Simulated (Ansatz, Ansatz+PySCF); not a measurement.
```xyz
2

C     0.0000    0.0000   -2.2330
S     0.0000    0.0000    0.8374
```

Basis set: 6-31G (spherical functions). Left uncorrelated: 6 orbitals. Charge 0, multiplicity 1.

Computed with Ansatz (development build ahead of 0.2.0); each method stands on the lowest determinant of its kind that the runs found. Restricted open shells among the atoms or ions are ROHF, correlated in semicanonical orbitals with singles.

The atomization energy at this shape (free ground-state atoms in the same class of orbitals less the molecule, no zero-point energy) of singlet CS:

```tsv
method	atomization energy
full CI (lowest root of this spin)	47.7 kJ/mol
UHF-MP2	11.3 kJ/mol
UHF	6.5 kJ/mol
RHF-MP2	-299.5 kJ/mol
RHF	-380.4 kJ/mol
UHF-CCSD(T)	20.7 kJ/mol
RHF-CCSD	-255.8 kJ/mol
```

(1) What does RHF-CCSD(T) give?

Answers

(1) -247.5 kJ/mol. Caution: another spin multiplicity may lie lower. Caution for UHF-MP2, UHF-CCSD(T): a plain start can end on a higher determinant. Caution for UHF-MP2, RHF-MP2, UHF-CCSD(T), RHF-CCSD(T), RHF-CCSD: bonds are stretched, where a single reference can fail. Caution for UHF-MP2, UHF, UHF-CCSD(T): the unrestricted determinant is a mixture of spin states. Caution for RHF-MP2, RHF, RHF-CCSD(T), RHF-CCSD: an unrestricted determinant lies well below; the molecule lies well above its atoms at this level.

This basis has no polarisation functions and is too small for such energies, which can lie far from measured ones in either direction.
